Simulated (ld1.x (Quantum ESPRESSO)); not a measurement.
What one change does to a pseudopotential (Zn (Z = 30), ultrasoft)

Zn (Z = 30), ultrasoft, made with ld1.x (Quantum ESPRESSO) 7.5 (PBEsol, fully relativistic). Core [Ne] 3s2, reference 3p6 3d10 4s2 4p0. Waves: 4s (bound): rcut 1.65, rcutus 1.75 bohr; 4s channel at 3.4 Ry: rcut 1.65, rcutus 1.75 bohr; 3p (bound): rcut 1.00, rcutus 1.10 bohr; 4p (bound, empty): rcut 1.00, rcutus 1.10 bohr; 3d (bound): rcut 1.15, rcutus 1.40 bohr; 3d channel at 2.1 Ry: rcut 1.15, rcutus 1.40 bohr. Local part: all-electron potential smoothed inside 1.65 bohr (lloc = -1). Core correction: a·sin(br)/r model core, default radius (core density twice the valence density). Augmentation charge: PSQ, radius 1.05 bohr.

Open shells are filled in proportion to 2j + 1 (rel_dist='average').

Change: waves 3p (bound): rcut 0.68, rcutus 0.72 bohr; 4p (bound): rcut 0.68, rcutus 0.72 bohr.

Cutoffs: the cutoffs (Ry, on a coarse ladder) from which the occupation-weighted sum of valence levels, in a spherical-Bessel basis at the reference potential, stays within 10 and 1 mRy of its value at 400 Ry; they do not see the model core or the augmentation charge, which bear on the density cutoff. Errors are all-electron minus pseudo energies relative to the spin-unpolarised reference configuration.

What does the change do?

The potential gets harder (90 Ry and 140 Ry → 160 Ry and 300 Ry); the number of tests that count goes from 6 to 2 (the test run of the changed file stopped, so its transferability is not established); neither file shows a bound ghost at the reference potential, the only one tested. A smaller radius makes the pseudo-wave follow the all-electron one further in, where it bends more sharply, so more plane waves are needed.

| quantity | base | changed |
| --- | --- | --- |
| cutoff, loose | 90 Ry | 160 Ry |
| cutoff, tight | 140 Ry | 300 Ry |
| loose cutoff by channel (10 mRy a level) | s 8 Ry, p 60 Ry, d 45 Ry | s 8 Ry, p 140 Ry, d 45 Ry |
| bound ghosts | none | none |
| tests counted (converged, no solver errors) | 6 of 7 | 2 of 7 (the test run stopped) |
| error for 3p6 3d10 4s1 4p0, meV [ΔE 9.90 eV] | +0.6 | +0.7 |
| error for 3p6 3d10 4s0 4p0, meV [ΔE 28.25 eV] | +3.2 | +3.8 |
| s: phases at 1.90 bohr within 0.05 rad from the reference energy up to (Ry; the scan ends near 5) | to the end of the scan | to the end of the scan |
| p1/2: phases at 1.90 bohr within 0.05 rad from the reference energy up to (Ry; the scan ends near 5) | to the end of the scan | to the end of the scan |
| p3/2: phases at 1.90 bohr within 0.05 rad from the reference energy up to (Ry; the scan ends near 5) | to the end of the scan | to the end of the scan |
| d3/2: phases at 1.90 bohr within 0.05 rad from the reference energy up to (Ry; the scan ends near 5) | to the end of the scan | to the end of the scan |
| d5/2: phases at 1.90 bohr within 0.05 rad from the reference energy up to (Ry; the scan ends near 5) | to the end of the scan | to the end of the scan |
| lowest overlap eigenvalue by channel | s 0.52, p1/2 0.16, p3/2 0.18, d3/2 0.18, d5/2 0.18 | s 0.52, p1/2 0.84, p3/2 0.83, d3/2 0.18, d5/2 0.18 |

Base: Tests not counted: 3p6 3d9 4s0 4p0 (solver errors, printed error -3542 eV).
